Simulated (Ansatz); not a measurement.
Born–Oppenheimer molecular dynamics of AlClH₅NOSi (10 atoms, charge 0, multiplicity 1). It starts from a relaxed structure.

Theory: Ansatz, RKS B3LYP/6-31G.

```
ensemble                      : NVE (Milne-controlled integrator)
time step                     : 0.5 fs
steps asked                   : 362
starting velocities drawn for : 500 K
seed                          : 790792
```

First frame:

```xyz
10
Properties=species:S:1:pos:R:3
Al 0.002 -0.143 0.311
N 0.323 0.243 2.015
H -0.345 0.106 2.761
H 1.198 0.624 2.348
Cl 1.624 0.268 -1.111
O -1.461 -0.784 -0.254
Si -2.861 -1.424 -0.969
H -3.194 -2.744 -0.333
H -4.010 -0.477 -0.765
H -2.647 -1.629 -2.442
```

Q: What does the run give?

A: All steps were run.

```yaml
steps_done: 362
time_covered: 181 fs
mean_temperature_over_the_second_half: 254 K
spread_of_the_potential_energy_over_the_second_half: 6.4 meV per atom
mean_potential_energy_of_the_second_half_above_the_start: 25.5 meV per atom
```

The conserved energy stayed within 0.029 meV per atom of its start (net change -0.0028 meV per atom), so the integration is sound. Over the second half the temperature averaged 0.51 of the 500 K drawn at the start: a run that starts near a minimum puts about half its kinetic energy into the potential. A run of 0.18 ps of so small a system gives no equilibrium averages. Limits of this set-up: no polarisation functions.

Q: What happens to the structure?

A: The same pairs are bonded in the first frame and the last. Pairs count as bonded within 1.25 times the sum of covalent radii (0.12 Å more for H–H). The details hang on the random start.

Q: How do temperature and energy run in time?

A: 
```tsv
time (fs)	T (K)	potential energy less start (eV)	conserved less start (meV/atom)
0	500	0.000	0.00
6	306	0.200	0.00
12	136	0.376	0.00
18	252	0.256	0.00
24	309	0.198	0.00
30	245	0.264	0.00
36	180	0.331	0.00
42	238	0.271	0.00
48	285	0.222	0.00
54	276	0.232	-0.01
60	270	0.238	0.00
66	259	0.249	0.00
72	314	0.192	0.00
78	244	0.264	0.00
84	193	0.317	0.00
90	320	0.186	0.00
96	304	0.203	0.00
102	213	0.296	-0.01
108	143	0.369	0.00
114	232	0.277	0.00
120	360	0.145	-0.01
126	301	0.205	0.00
132	209	0.301	0.00
138	226	0.284	-0.01
144	313	0.193	0.00
150	290	0.217	0.00
156	214	0.295	-0.01
162	244	0.264	0.00
168	226	0.283	0.00
174	192	0.318	0.00
180	272	0.236	0.00
```

Time of the run: 27 min on 1 thread of Arm Neoverse V2 (shared host), peak memory 0.15 GiB.
